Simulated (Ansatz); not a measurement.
Single points on KNa₄⁺.

```yaml
crystal:
  periodic: [false, false, false]
  atoms:
    - {symbol: Na, position_ang: [1.449322, -3.857999, 0.022229]}
    - {symbol: Na, position_ang: [1.758713, 3.713128, -0.344371]}
    - {symbol: Na, position_ang: [-1.465779, 3.838440, -0.135930]}
    - {symbol: Na, position_ang: [-1.753315, -3.694468, 0.437532]}
    - {symbol: K, position_ang: [0.011050, 0.000899, 0.020529]}
basis:
  gaussian: {orbitals: def2-TZVP, initial_orbitals: start.molden}
total_charge: 1
hamiltonian: {xc: {name: BLYP}}
scf: {omitted_lower_state_checks: [starts]}
output: {orbitals: {seedname: orbitals}}
```

The file start.molden holds the orbitals of an earlier run on this structure, at another level or in another basis.

```sh
$ ansatz run in.yaml --threads 4 --pin off --events-out ev --progress --plain --max-ram 4787MiB
```

Shortened log:

```
Functional definition: BLYP
1433 factors; their error is unknown
mean field evaluation 1: about -33985.9425 eV, gradient 8.6e0 eV
mean field evaluation 2: about -33986.0454 eV, gradient 1.6e-1 eV
mean field evaluation 4: about -33986.0130 eV, gradient 9.9e-4 eV
mean field -33986.01297751 eV, -1248.9629403763 hartree, gradient 9.5e-6 eV, S^2 0.000000; 0 other end points of the search recorded, 0 dependent functions left out
reference -33986.01336215 eV, -1248.9629545117 hartree; 31, 31 occupied and 130, 130 virtual orbitals, 1433 factors
Total energy: -33986.01336215 eV, -1248.9629545117 hartree
Checks for a lower state left out: starts
```

It took 2.1 s on 4 threads of Arm Neoverse V2 on a shared host.

First input, but with `hamiltonian: {xc: r2scan}` (abridged; 3.5 s):

```
Functional definition: r2SCAN
mean field -33981.30563683 eV, -1248.7899487973 hartree, gradient 7.4e-5 eV, S^2 0.000000
Total energy: -33981.30565682 eV, -1248.7899495320 hartree
Checks for a lower state left out: starts
```

First input, but with `correlation: {method: mp2}` and without the key `hamiltonian` (abridged; 1.6 s):

```
Functional definition: HF
mean field -33917.85164745 eV, -1246.4580576984 hartree, gradient 1.1e-6 eV, S^2 0.000000; unrestricted orbitals would lower it
9 core orbitals not correlated: weight in the atoms' cores, before any rotation towards them, 1.000 or more for the frozen orbitals, at most 0.000 for the correlated occupied ones
second order -23.22678296 eV of doubles, -0.00000000 eV of singles
Total energy: -33941.07843042 eV, -1247.3116262285 hartree
Checks for a lower state left out: starts
```

The first input with `gaussian: {orbitals: def2-SVP, initial_orbitals: start.molden}`, `hamiltonian: {xc: pbe0}` (abridged; 1.6 s):

```
Functional definition: PBE0
mean field -33961.79593029 eV, -1248.0729803061 hartree, gradient 1.6e-5 eV, S^2 0.000000
Total energy: -33961.79597865 eV, -1248.0729820832 hartree
Checks for a lower state left out: starts
```

As the first input, with `hamiltonian: {xc: pbe0}` (abridged; 2.6 s):

```
Functional definition: PBE0
mean field -33970.34354590 eV, -1248.3870993858 hartree, gradient 1.8e-5 eV, S^2 0.000000
Total energy: -33970.34358476 eV, -1248.3871008139 hartree
Checks for a lower state left out: starts
```

The first input with `hamiltonian: {xc: {name: B2PLYP}}` and without the key `output` (abridged; 3.4 s):

```
Functional definition: B2PLYP
mean field -33967.14224774 eV, -1248.2694538486 hartree, gradient 4.4e-6 eV, S^2 0.000000
9 core orbitals not correlated: weight in the atoms' cores, before any rotation towards them, 1.000 or more for the frozen orbitals, at most 0.000 for the correlated occupied ones
second order -26.64074995 eV of doubles, -0.00000000 eV of singles
Total energy: -33974.33543688 eV, -1248.5337986738 hartree
Checks for a lower state left out: starts
```

As the first input, with `gaussian: {orbitals: def2-TZVPP, initial_orbitals: start.molden}`, `correlation: {method: ccsd_t}` and without the key `hamiltonian` (abridged; 52 s):

```
Functional definition: HF
mean field -33917.85164745 eV, -1246.4580576984 hartree, gradient 1.1e-6 eV, S^2 0.000000; unrestricted orbitals would lower it
9 core orbitals not correlated: weight in the atoms' cores, before any rotation towards them, 1.000 or more for the frozen orbitals, at most 0.000 for the correlated occupied ones
second order -23.22678296 eV of doubles, -0.00000000 eV of singles
cycle   1  -24.02069161 eV  change   -7.9e-1 eV  update   9.9e-2
cycle   2  -24.42257544 eV  change   -4.0e-1 eV  update   4.1e-2
cycle   3  -24.43514417 eV  change   -1.3e-2 eV  update   1.5e-2
cycle   4  -24.42480636 eV  change    1.0e-2 eV  update   4.2e-3
cycle   5  -24.42547748 eV  change   -6.7e-4 eV  update   1.5e-3
cycle   6  -24.42645171 eV  change   -9.7e-4 eV  update   6.0e-4
cycle   7  -24.42648550 eV  change   -3.4e-5 eV  update   2.2e-4
cycle   8  -24.42645283 eV  change    3.3e-5 eV  update   9.4e-5
cycle   9  -24.42645611 eV  change   -3.3e-6 eV  update   4.4e-5
perturbative correction -0.37385552 eV, -0.0137389368 hartree
Total energy: -33942.65195908 eV, -1247.3694523405 hartree
Checks for a lower state left out: starts
```

Geometry: PBE/def2-SVP.

Correlated methods freeze 9 core orbitals; core or outer-core shells of Na, K are correlated, in sets that lack core-valence functions. The restricted singlet is unstable towards broken spin symmetry in Hartree–Fock (as tested in another run); at BLYP/def2-TZVP, r2SCAN/def2-TZVP, PBE0/def2-SVP, PBE0/def2-TZVP and others this wasn't settled. At MP2/def2-TZVP, CCSD(T)/def2-TZVPP the restricted singlet (for correlated methods, its reference) is unstable: a solution with broken spin symmetry lies lower. Another isomer (singlet) lies 0.09 eV lower at PBE0/def2-TZVP; other spin states weren't run for this one.
